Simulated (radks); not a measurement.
Question: Dipole-allowed excitations along the series with 11 electrons in [Ne] 3s1. All-electron calculation, scalar-relativistic Kohn-Sham, exchange-only LDA, spin-polarised, spherical densities, finite nucleus; open shells are filled with parallel spins first; Fermi nuclear charge, rms radius of each element as measured or else 0.836 A^(1/3) + 0.57 fm. Program: a radial shooting solver on a logarithmic mesh with Libxc functionals. Time-dependent linear response with the Hartree and adiabatic exchange-only LDA kernel, continuum included through the Sternheimer equations, no spin-orbit coupling, so fine structure and intercombination lines are absent. Lines are the poles of the dipole polarisability below minus the highest occupied eigenvalue, found on a grid refined at the orbital gaps; the lowest seven at most are given, and weak or close lines can be missed. The first line takes the name of the lowest orbital gap if no other gap lies below it; otherwise a line is named after a gap within 0.6 % of it, if that gap stands alone.

species  -e(HOMO) (eV)  lowest orbital gap (eV)  first line (eV)      f  static alpha (bohr^3)
P4+             58.747             3s-3p 10.750   11.535 (3s-3p)  0.682                  3.970
S5+             80.988             3s-3p 12.841   13.772 (3s-3p)  0.628                  2.575
Ar7+            134.87             3s-3p 17.036   18.251 (3s-3p)  0.544                  1.273
K8+             166.49             3s-3p 19.154   20.509 (3s-3p)  0.510                 0.9463
Ca9+            201.21             3s-3p 21.294   22.788 (3s-3p)  0.481                 0.7227

Estimate the first line of Cl6+, its oscillator strength and the static polarisability.

Answer: 16.007 eV (3s-3p), f = 0.583, alpha = 1.771 bohr^3.
